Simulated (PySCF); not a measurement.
# Effect of structural changes

Computed, not measured: PySCF, TDDFT B3LYP/aug-cc-pVDZ circular dichroism and optical rotation, one conformer, gas phase. Geometry: GFN2-xTB.

Each molecule in one low-energy conformer. The parent is C#C[C@@H]1[SiH2]C[Si@H]1C#N.

(1) How does the specific rotation at 589.3 nm (origin-invariant length gauge) change along this series?
- C#C[C@@H]1[SiH2]C[Si@H]1C#N (base)
- C#C[C@@H]1[SiH2]C[Si@@H]1C#N (diastereomer)

Results:

(1) 
```
                    molecule  [α]589 (deg dm⁻¹ (g/mL)⁻¹)  S1 (eV)  R(S1), velocity form (10⁻⁴⁰ esu² cm²)
 C#C[C@@H]1[SiH2]C[Si@H]1C#N                      -327.0     4.88                                  +28.3
C#C[C@@H]1[SiH2]C[Si@@H]1C#N                      +166.9     4.82                                   -2.4
```
The specific rotation at 589.3 nm (origin-invariant length gauge) is lowest for C#C[C@@H]1[SiH2]C[Si@H]1C#N and highest for C#C[C@@H]1[SiH2]C[Si@@H]1C#N.
